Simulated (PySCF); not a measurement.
Species: C9H15ClSi2.
Atom-mapped SMILES: `[CH3:1][C:2]#[C:3][C@@H:4]1[CH2:5][Si@@H:6]2[CH2:7][CH2:8][Si@H:9]1[C@H:10]([Cl:11])[CH2:12]2`

Probes without a nucleus sit at each ring's centroid and 1 Å off its mean plane on both sides; NICS is minus the shielding there, NICSzz its component along the normal. Level: GIAO PBE0/pcSseg-1 (PySCF, non-relativistic, gas phase) on the PBE0-D3(BJ)/def2-SVP geometry, one conformer.

Ring bond lengths (Å), with Mayer bond orders in brackets: C4–C5 1.561 (0.98), C5–Si6 1.898 (0.92), Si6–C7 1.897 (0.94), C7–C8 1.551 (1.00), C8–Si9 1.895 (0.93), Si9–C4 1.913 (0.83); C4–C5 1.561 (0.98), C5–Si6 1.898 (0.92), Si6–C12 1.905 (0.90), C12–C10 1.533 (0.98), C10–Si9 1.911 (0.80), Si9–C4 1.913 (0.83).

Problem. What do the NICS probes read (ppm)?

Solution. 
```tsv
ring	type	NICS(0)	NICS(1), two faces	NICS(1)zz, two faces	rms pucker (Å)	centre to ring atoms, mean (Å)
C4–C5–Si6–C7–C8–Si9	6-membered ring with 2 Si; formal bonds all single	-2.8	-2.2 / -4.2	4.0 / -8.4	0.43	1.68
C4–C5–Si6–C12–C10–Si9	6-membered ring with 2 Si; formal bonds all single	-3.2	-2.6 / -3.6	4.5 / -7.6	0.44	1.68
```

Problem. What can be read from them?

Solution. 
- C4–C5–Si6–C7–C8–Si9: mean NICS(1)zz -2.2 ppm, near zero. C4, C5, Si6, C7, C8, Si9 have four or more neighbours, so the value isn't read as a sign of a π ring current. A hydrogen on C8, outside the ring, lies only 1.46 Å from a NICS(1) probe, which then mostly feels that atom. The two faces differ by 12.4 ppm, so no symmetry operation interchanges them.
- C4–C5–Si6–C12–C10–Si9: mean NICS(1)zz -1.5 ppm, near zero. C4, C5, Si6, Si9, C10, C12 have four or more neighbours, so the value isn't read as a sign of a π ring current. A hydrogen on C12, outside the ring, lies only 1.41 Å from a NICS(1) probe, which then mostly feels that atom. The two faces differ by 12.1 ppm, so no symmetry operation interchanges them.

Problem. What is the mean of the two in-plane components of NICS at the first NICS(1) probe listed for ring C4–C5–Si6–C12–C10–Si9, 1 Å off the ring?

Solution. The isotropic value is a third of the trace: (3 × -2.6 − (4.5))/2 = -6.2 ppm.

Problem. List the ring angles and the Hirshfeld charges of the ring atoms.

Solution. 
- C4–C5–Si6–C7–C8–Si9: C4 109.5° (-0.096 e), C5 111.3° (-0.155 e), Si6 105.5° (+0.362 e), C7 110.2° (-0.158 e), C8 111.3° (-0.156 e), Si9 105.6° (+0.347 e); sum 653.4° against 720° for a flat convex ring.
- C4–C5–Si6–C12–C10–Si9: C4 109.5° (-0.096 e), C5 111.3° (-0.155 e), Si6 104.5° (+0.362 e), C12 109.8° (-0.167 e), C10 111.7° (-0.078 e), Si9 104.2° (+0.347 e); sum 651.0° against 720° for a flat convex ring.

Problem. How do the values depend on the level or the medium?

Solution. 
```json
{"level": "PBE0/pcSseg-1, gas", "NICS(0), C4–C5–Si6–C7–C8–Si9": "-2.8", "mean NICS(1)zz, C4–C5–Si6–C7–C8–Si9": "-2.2", "NICS(0), C4–C5–Si6–C12–C10–Si9": "-3.2", "mean NICS(1)zz, C4–C5–Si6–C12–C10–Si9": "-1.5"}
{"level": "wB97X-D/pcSseg-1, gas", "NICS(0), C4–C5–Si6–C7–C8–Si9": "-2.7", "mean NICS(1)zz, C4–C5–Si6–C7–C8–Si9": "-2.2", "NICS(0), C4–C5–Si6–C12–C10–Si9": "-3.1", "mean NICS(1)zz, C4–C5–Si6–C12–C10–Si9": "-1.5"}
```

The geometry is the same throughout.
